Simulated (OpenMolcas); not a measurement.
N III: effect of the level shift or regulariser

| Property | Result |
| --- | --- |
| Program | OpenMolcas 26.06 |
| Basis | ANO-RCC-VTZP [4s3p2d1f] |
| Scalar Hamiltonian | DKH2, point nucleus |
| Active space | 3 electrons in 4 orbitals (2s 2p) |
| State averaging | 2S+1 = 4 odd, 1 root; 2S+1 = 2 odd, 11 roots; 2S+1 = 4 even, 3 roots; 2S+1 = 2 even, 9 roots |
| Spin-orbit coupling | state interaction with AMFI integrals over the reference wave functions, term energies averaged over their components |

Methods on the same reference wave functions:
A. CASSCF
B. MS-CASPT2, IPEA 0.25 Eh, imaginary shift 0.1 Eh (closed shells correlated: 1s)
C. MS-CASPT2, IPEA 0.25 Eh, real shift 0.2 Eh (closed shells correlated: 1s)

Energies in cm-1 above 2s2 2p 2P* 1/2, the measured ground level; measured values from Moore, Selected Tables of Atomic Spectra, NSRDS-NBS 3, section 5.

```
         Level       A       B       C  Measured
2s2 2p 2P* 1/2     0.0     0.0     0.0       0.0
2s2 2p 2P* 3/2     158     158     158       174
 2s 2p2 4P 1/2   51360   55560   55540          
 2s 2p2 4P 3/2   51417   55610   55590     57247
 2s 2p2 4P 5/2   51513   55710   55690     57328
 2s 2p2 2D 3/2  106925  101170  101220    101031
 2s 2p2 2D 5/2  106925  101170  101220    101024
 2s 2p2 2S 1/2  136226  131480  131570    131004
 2s 2p2 2P 1/2  156980  148170  148190    145876
 2s 2p2 2P 3/2  157091  148280  148300    145986
   2p3 4S* 3/2  184142  185640  185620    186797
   2p3 2D* 3/2  213626  204140  204230    203089
   2p3 2D* 5/2  213627  204140  204230    203075
   2p3 2P* 1/2  243621  232410  232490    230404
   2p3 2P* 3/2  243629  232420  232500    230409
```

Deviations, from unrounded energies. A percentage is the sum of absolute deviations over the sum of measured energies, with the sign that they share, or ± where signs differ.

```tsv
Against measurement	Levels	A	B	C
mean absolute deviation (cm-1)	13	7800	1200	1300
fine structure of the ground term (%)	1	-9.6	-9.2	-9.2
other configurations (%)	12	±5.6	±0.9	±0.9
```

B, C lie about equally close to measurement and A furthest from it. The largest miss of B in the table is 2s 2p2 2P 3/2, by +2300 cm-1. The ranking rests on the paired levels alone, and a cruder setting can come out closer through cancelling errors.

Between B and C the level of the table that moves most is 2s 2p2 2S 1/2, by 96 cm-1 (lowest in B, highest in C). Moves below CASPT2's spread within the term are not significant.

The mean deviations of B to C differ by less than CASPT2's widest spread within a term (560 cm-1), so their order carries little weight.

The lowest spin-free term lies below A's lowest term by 0.042 hartree in B, 0.042 hartree in C.

CASPT2 breaks the degeneracy within a term, and the mean is taken; among the terms shown or strongly mixed into the levels shown the widest spread is 560 cm-1 (2p3 2D*, B). Measured partners are found by configuration, term and J. A level has none where our copy of the source lacks it or the pairing is in doubt (some pairs that miss far off the trend of their configuration count as doubtful), and it then counts in no deviation. Levels of configurations outside the active space are missing.

* marks odd parity.
